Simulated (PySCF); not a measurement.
## Cl²⁺ (chlorine, charge +2) across methods

[Ne] 3s1 3p4, high-spin 4P determinant (an excited configuration). All numbers are calculated (PySCF 2.14, no relativity, point nucleus, in dyall-av2z (13s9p2d, 50 functions)).

| method | E (hartree) | mean ε 3s α (eV) | mean ε 3p α (eV) | mean ε 3p β (eV) | Σ⟨r²⟩ (bohr²) | ⟨S²⟩ |
| --- | --- | --- | --- | --- | --- | --- |
| PBE0 | -458.1773 | -50.007 | -35.531 | -31.343 | 15.96 | 3.751 |
| LDA | -456.8238 | -46.723 | -33.593 | -30.113 | 16.00 | 3.751 |
| BP86 | -458.3704 | -46.948 | -33.663 | -30.338 | 15.93 | 3.751 |
| PBE | -458.1454 | -46.929 | -33.649 | -30.157 | 15.96 | 3.751 |
| r2SCANh | -458.3079 | -49.424 | -35.004 | -30.615 | 15.97 | 3.753 |
| revPBE | -458.2605 | -46.950 | -33.647 | -30.140 | 15.94 | 3.751 |
| B3LYP | -458.3380 | -49.221 | -35.010 | -31.283 | 15.98 | 3.751 |
| r2SCAN | -458.3107 | -48.377 | -34.337 | -30.154 | 15.96 | 3.753 |

(1) Estimate the same row for UHF.

## Answers

(1) E (hartree) = -457.73649; mean ε 3s α (eV) = -58.477; mean ε 3p α (eV) = -40.435; mean ε 3p β (eV) = -33.398; Σ⟨r²⟩ (bohr²) = 16.15; ⟨S²⟩ = 3.755.
